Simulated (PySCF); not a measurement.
A side-by-side comparison of computed properties.

First species: C4H10FNSi.
SMILES with atom numbers: `[CH3:1][SiH2:2][N:3]1[CH2:4][CH:5]([F:6])[CH2:7]1` (hydrogens: H8, H9, H10 on C1; H11, H12 on Si2; H13, H14 on C4; H15 on C5; H16, H17 on C7)

Second species: C₄H₇NSSi.
SMILES: `CS[Si@@H]1C[C@H]1C#N`

Levels: PBE0/pcSseg-1 for dipole moment, HOMO energy, LUMO energy and HOMO–LUMO gap; GFN2-xTB for rotational constant A and rotational constant C. Geometries: GFN2-xTB. Each structure is a single optimised conformer of the isolated species, non-relativistic unless stated. Electronic properties by PySCF.

The conformers computed, where there is a choice (atom-mapped SMILES and torsion angles):
- `[CH3:1][SiH2:2][N:3]1[CH2:4][CH:5]([F:6])[CH2:7]1`: C1–Si2–N3–C4 175°
- `[CH3:1][S:2][Si@@H:3]1[CH2:4][C@H:5]1[C:6]#[N:7]`: C1–S2–Si3–C4 -97°

Values for the first species:

| Quantity | Value |
| --- | --- |
| Dipole moment | 1.27 D |
| HOMO energy | -6.46 eV |
| LUMO energy | 0.91 eV |
| HOMO–LUMO gap | 7.37 eV |
| Rotational constant A | 5.512 GHz |
| Rotational constant C | 0.995 GHz |

Problem. Estimate the same properties for the second species, and the change in each.

Solution. 
| property | first | second | second less first |
| --- | --- | --- | --- |
| dipole moment | 1.27 D | 5.42 D | +4.15 D |
| HOMO energy | -6.46 eV | -7.24 eV | -0.78 eV |
| LUMO energy | 0.91 eV | -0.76 eV | -1.67 eV |
| HOMO–LUMO gap | 7.37 eV | 6.48 eV | -0.89 eV |
| rotational constant A | 5.512 GHz | 5.601 GHz | +0.089 GHz |
| rotational constant C | 0.995 GHz | 0.800 GHz | -0.195 GHz |

On the first: The dipole equals about 4.2 × 10⁻³⁰ C·m (1 D = 3.33564 × 10⁻³⁰ C·m).

On the second: A dipole of 5.42 D is allowed in C1, and pure rotational transitions are dipole-allowed. In atomic units the dipole is 2.13 e·bohr (1 au = 2.5417 D).
